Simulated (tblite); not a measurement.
Compound: C9H12.
Numbering: `[CH2:1]=[CH:2][C:3]1=[C:4]([CH:5]=[CH2:6])[CH2:7][CH2:8][CH2:9]1` (hydrogens: H10, H11 on C1; H12 on C2; H13 on C5; H14, H15 on C6; H16, H17 on C7; H18, H19 on C8; H20, H21 on C9)

Geometry (GFN2-xTB, Å), atoms numbered from 1 in this order:
```
atom  x, y, z in Å
C1     2.9658   -0.7547    0.7602
C2     1.8562   -0.0239    0.8610
C3     0.6436   -0.2581    0.1223
C4    -0.4774    0.5029    0.1310
C5    -0.6997    1.7111    0.8804
C6    -1.7884    2.4745    0.7946
C7    -1.5111   -0.0517   -0.8149
C8    -1.0039   -1.4644   -1.1266
C9     0.4994   -1.4174   -0.8296
H10    3.0419   -1.6007    0.0992
H11    3.8437   -0.5247    1.3392
H12    1.8476    0.8173    1.5412
H13    0.0913    2.0071    1.5568
H14   -2.6080    2.2394    0.1375
H15   -1.8928    3.3709    1.3815
H16   -1.5480    0.5666   -1.7168
H17   -2.5085   -0.0628   -0.3750
H18   -1.2166   -1.7667   -2.1507
H19   -1.4842   -2.1788   -0.4565
H20    1.0790   -1.2176   -1.7357
H21    0.8611   -2.3515   -0.3993
```

Method: GFN2-xTB as coded in tblite; computed harmonic values from a numerical Hessian at the method's own geometry, unscaled. Against measured fundamentals such values can be off by several per cent, at times by over 20. One conformer, not necessarily the lowest.

Harmonic wavenumbers (cm⁻¹): 85.2, 123.0, 125.8, 137.1, 183.3, 248.9, 283.3, 395.8, 424.2, 532.0, 560.6, 591.4, 646.4, 683.4, 744.5, 853.9, 872.1, 873.6, 900.0, 989.8, 991.8, 996.9, 998.3, 1013.9, 1025.2, 1039.9, 1093.0, 1121.1, 1189.2, 1200.3, 1240.7, 1254.2, 1282.1, 1303.4, 1317.7, 1322.6, 1350.5, 1411.1, 1422.6, 1470.8, 1475.8, 1498.5, 1611.3, 1637.7, 1656.6, 2939.2, 2939.8, 2981.9, 2990.8, 2993.8, 3010.9, 3056.1, 3063.3, 3110.0, 3110.8, 3133.3, 3134.5.

A = 2297, B = 1361, C = 872.1 MHz; mass 120.094 u (most abundant isotopes); point group Cs, symmetry number 1.

Problem. Zero-point energy?

Solution. Half the sum of the wavenumbers: 39322 cm⁻¹ = 470.39 kJ/mol.

Problem. What is S at 200 K and 1 bar for an ideal gas of classical rigid rotors and harmonic oscillators?

Solution. Translation 160.27, rotation 117.01, vibration 62.99: S = 340.3 J/(mol K).

Problem. And Cp and H(200 K) − H(0)?

Solution. Cp = 110.24 J/(mol K), of which vibrations give 76.98 (their classical limit is 57 R = 473.9); H(200 K) − H(0) = 14.04 kJ/mol without the zero-point energy, 7.39 from vibrations.

Problem. How do the functions run with temperature in this model?

Solution. 
| T (K) | S (J/(mol K)) | Cp (J/(mol K)) | H − H(0) (kJ/mol) | G − H(0) (kJ/mol) | ln q(vib) |
| --- | --- | --- | --- | --- | --- |
| 100 | 278.8 | 72.2 | 4.96 | -22.92 | 0.99 |
| 300 | 393.4 | 156.2 | 27.31 | -90.72 | 5.40 |
| 500 | 495.1 | 246.0 | 67.90 | -179.67 | 10.20 |
| 800 | 631.8 | 334.4 | 156.17 | -349.28 | 17.62 |
| 1000 | 710.7 | 372.5 | 227.06 | -483.68 | 22.39 |

q(vib) and H(0) count from the zero-point level.

Problem. What must be added to the electronic energy to get the Gibbs energy at 200 K and 1 bar?

Solution. ZPE + [H(200 K) − H(0)] − T·S = 470.39 + 14.04 − 68.05 = 416.38 kJ/mol.

Problem. Blend soft modes into free rotors: weight 1/[1 + (100 cm⁻¹/ν̃)⁴] for the oscillator and the rest for a rotor with moment μB/(μ + B), μ = h/(8π²ν), B = 10⁻⁴⁴ kg m². What vibrational entropy results?

Solution. 62.14 J/(mol K) in place of 62.99, which changes −T·S at 200 K by +0.17 kJ/mol.

Problem. Which modes carry the vibrational entropy at 200 K?

Solution. 85.2 cm⁻¹: 12.51; 123.0 cm⁻¹: 9.60; 125.8 cm⁻¹: 9.42; 137.1 cm⁻¹: 8.76; 183.3 cm⁻¹: 6.59; 248.9 cm⁻¹: 4.50 J/(mol K); the other 51 give 11.60 together.

Hindered rotation and anharmonicity are outside this model. Other conformers, if any are populated, would add a mixing term that is left out.
